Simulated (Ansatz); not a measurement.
Ideal-gas functions of CH$_{4}$ClGeNS (`S/C=[N]/[GeH2][Cl]`) at 298.15 K and 1 bar, from an Ansatz frequency run at PBE0-D4/def2-TZVP.

Molar mass 170.18 g/mol, point group C1 (symmetry number 1), electronic degeneracy 1, moments of inertia 95.663, 652.92, 724.583 u Å². Harmonic wavenumbers (cm⁻¹, unscaled): 51, 110, 163, 233, 299, 422, 429, 535, 641, 705, 771, 779, 854, 955, 971, 1365, 1685, 2128, 2198, 2700, 2997.

Use S(trans) = R[1.5 ln M + 2.5 ln T − 1.1517]; rotational temperatures θ = 24.2544 K / I; S(rot) = R[ln(√π/σ · √(T³/θAθBθC)) + 1.5]; for each mode x = 1.438777 ν̃/T, S = R[x/(eˣ − 1) − ln(1 − e⁻ˣ)] and H = RT x/(eˣ − 1); 1 cm⁻¹ = 0.0119627 kJ/mol; R = 8.31446 J/(mol·K).

By hand: the entropy, in J/(mol·K).

Translation 172.9. Rotation: θ = 0.2535, 0.0371, 0.0335 K, giving 121.8. Vibration, mode by mode: 19.99, 13.68, 10.52, 7.76, 5.95, 3.70, 3.61, 2.41, 1.61, 1.26, 0.97, 0.94, 0.70, 0.47, 0.44, 0.09, 0.02, 0.00, 0.00, 0.00, 0.00, in all 74.1. Electronic 0.0. Sum 368.8 J/(mol·K).

By hand: H − E and G − E in kJ/mol, counted from the electronic energy.

Zero-point energy ½ × 20991 × 0.0119627 = 125.6; thermal vibration 11.7; translation, rotation and pV give 4 RT = 9.9. H − E = 147.2 kJ/mol, and G − E = 147.2 − 298.15 × 368.8/1000 = 37.2 kJ/mol.

Vibration gives 20 % of the entropy, 33.7 J/(mol·K) of it from the modes under 150 cm⁻¹: soft modes count most, and the harmonic formula is weakest for them. The sum counts one conformer and one mirror image; others add a mixing term.
